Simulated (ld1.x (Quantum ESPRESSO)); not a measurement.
## Mn, RRKJ: configuration errors across variants

| Property | Result |
| --- | --- |
| Element | Mn (Z = 25) |
| Generator | ld1.x (Quantum ESPRESSO) 7.5 |
| Type | norm-conserving RRKJ (Kleinman–Bylander form) |
| Functional | PBE |
| Relativity | scalar-relativistic |
| Frozen core | [Ar] |
| Valence charge | 7 |
| Reference configuration | 3d5 4s1.5 4p0 (charge +0.5) |
| Partial waves | 4s (bound): rc 2.35 bohr; 4p (bound, empty): rc 2.15 bohr; 3d (bound): rc 1.90 bohr |
| Local potential | the d channel |
| Core correction | Bessel-smoothed model core inside 1.35 bohr |
| rho0 | 0.005 |

All-electron excitation energies from the reference (eV): (1) 3d5 4s2 4p0 -3.361; (2) 3d5 4s1 4p0 5.055; (3) 3d5 4s0 4p0 20.654; (4) 3d3 4s0 4p0 103.935; (5) 3d5 4s0 4p1 9.795; (6) 3d5.5 4s1.5 4p0 -3.843; (7) 3d4 4s0 4p0 53.174.

4 further variants failed, have other tests or another functional or relativity, and are left out.

A true bound ghost makes a file unfit for plane-wave use even where its test errors are small: the radial tests pick states by their node count and pass the ghost by.

Errors AE − PS in meV (a dash: test not solved or not reliable):

```csv
change,(1),(2),(3),(4),(5),(6),(7),bound ghosts
base,-0.4,-1.8,-23,-1114,-6.4,-32,-264,"s, p"
wave 3d (bound): rc 1.90 bohr becomes 3d (bound): rc 2.52 bohr,-1.4,-3.7,-51,+215,-14,-28,-226,s
wave 4s (bound): rc 2.35 bohr becomes 4s (bound): rc 2.80 bohr,-0.1,-1.4,-23,-1246,-8.2,-28,-322,"s, p"
core correction Bessel-smoothed model core inside 1.58 bohr,-0.4,-1.7,-22,-1064,-6.1,-31,-258,"s, p"
"all radii but the core radius scaled by about 1.39 (s 3.26, p 2.98, d 2.64 bohr)",-2.2,-5.5,-86,+267,-41,-15,-357,s
wave 4s (bound): rc 2.35 bohr becomes 4s (bound): rc 2.96 bohr,0.0,-1.5,-26,-1315,-11,-26,-355,"s, p"
```

Q: Give the same row for: core correction Bessel-smoothed model core inside 1.14 bohr.

A: -0.4, -1.8, -23, -1121, -6.5, -32, -265; bound ghosts: s, p.
